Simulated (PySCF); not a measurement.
## N(3+) (nitrogen, charge +3) across methods

[He] 2s2, closed-shell 1S. Calculation: PySCF 2.14, in aug-cc-pV5Z; no relativity, point nucleus.

```tsv
method	E (hartree)	mean ε 1s (eV)	mean ε 2s (eV)	Σ⟨r²⟩ (bohr²)	⟨S²⟩
UHF	-51.08218	-493.08	-75.286	3.042	0.000
M06	-51.1838	-461.70	-70.111	3.003	0.000
M06-2X	-51.2138	-471.29	-72.258	3.002	0.000
r2SCAN	-51.1595	-455.22	-68.476	3.027	0.000
LDA	-50.7209	-447.29	-67.756	3.038	0.000
TPSS	-51.2077	-453.66	-68.444	3.010	0.000
PBE	-51.1301	-450.56	-68.082	3.017	0.000
```

Estimate the same row for PBE0.

E (hartree) = -51.1424; mean ε 1s (eV) = -461.36; mean ε 2s (eV) = -70.143; Σ⟨r²⟩ (bohr²) = 3.018; ⟨S²⟩ = 0.000.
